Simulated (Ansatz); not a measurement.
Reaction (ligand exchange at a Ge–S bond): `[F][GeH2][SH]` + HCl → `[F][GeH2][Cl]` + H₂S

Calculated with Ansatz (gas phase, PBE0-D4/def2-TZVP geometries, no zero-point term in ΔE). CBS: MP2 limit from def2 TZ/QZ plus the TZ coupled-cluster correction, frozen cores. This one scheme is used for every species. Functionals use def2-TZVPP. B3LYP here is the variant with VWN-RPA as its local correlation; programs differ in this. HSE06 is defined as in plane-wave codes. For Ge outer-core shells are correlated without core-valence functions, which leaves a few kJ/mol of doubt a bond. Scalar relativity is left out up to krypton. One conformer a species, not always the lowest.

| level | ΔE (kcal/mol) | difference from CCSD(T)/CBS |
| --- | --- | --- |
| LDA (SPW92) | -4.5 | 1.1 |
| PBE-D4 | -4.9 | 0.7 |
| revPBE-D4 | -4.9 | 0.7 |
| BLYP-D4 | -5.7 | -0.1 |
| r2SCAN-D4 | -5.9 | -0.3 |
| B97M-V | -6.5 | -0.9 |
| B3LYP-D4 | -6.1 | -0.5 |
| r2SCANh-D4 | -5.9 | -0.3 |
| r2SCAN0-D4 | -6.1 | -0.5 |
| HSE06-D4 | -5.4 | 0.2 |
| BHLYP-D4 | -6.8 | -1.2 |
| CAM-B3LYP-D4 | -6.5 | -0.9 |
| ωB97X-V | -6.5 | -0.9 |
| ωB97M-V | -6.3 | -0.7 |
| B2PLYP | -6.4 | -0.8 |
| revPBE | -5.4 | 0.2 |
| BLYP | -6.2 | -0.6 |
| r2SCAN | -5.9 | -0.3 |
| PBE0 | -5.6 | 0.0 |
| r2SCANh | -6.0 | -0.4 |
| r2SCAN0 | -6.1 | -0.5 |
| HSE06 | -5.7 | -0.1 |
| BHLYP | -7.2 | -1.6 |
| CAM-B3LYP | -6.8 | -1.2 |
| LC-ωPBE | -6.0 | -0.4 |
| RPA@PBE/def2-TZVPP | -5.9 | -0.3 |
| HF/def2-SVP | -8.9 | -3.3 |
| MP2/def2-SVP | -6.4 | -0.8 |
| CCSD(T)/def2-SVP | -6.5 | -0.9 |
| HF/def2-TZVPP | -8.8 | -3.2 |
| MP2/def2-TZVPP | -5.7 | -0.1 |
| SCS-MP2/def2-TZVPP | -6.3 | -0.7 |
| CCSD/def2-TZVPP | -6.2 | -0.6 |
| CCSD(T)/def2-TZVPP | -5.8 | -0.2 |
| HF/def2-QZVPP | -8.9 | -3.3 |
| MP2/def2-QZVPP | -5.6 | 0.0 |
| SCS-MP2/def2-QZVPP | -6.3 | -0.7 |
| HF/CBS(def2) | -8.9 | -3.3 |
| MP2/CBS(def2) | -5.5 | 0.1 |
| CCSD/CBS(def2) | -5.9 | -0.3 |
| CCSD(T)/CBS | -5.6 | 0 |

Largest T1 diagnostic among the species: 0.012.

Leaving LDA and LC-ωPBE aside and taking each functional with its dispersion term where it has one, the values spread over 1.9 kcal/mol, from BHLYP-D4 to PBE-D4. In def2-TZVPP, CCSD(T) changes the Hartree–Fock value by +3.0 kcal/mol (the triples alone add +0.4 kcal/mol) and MP2 by +3.0 kcal/mol.
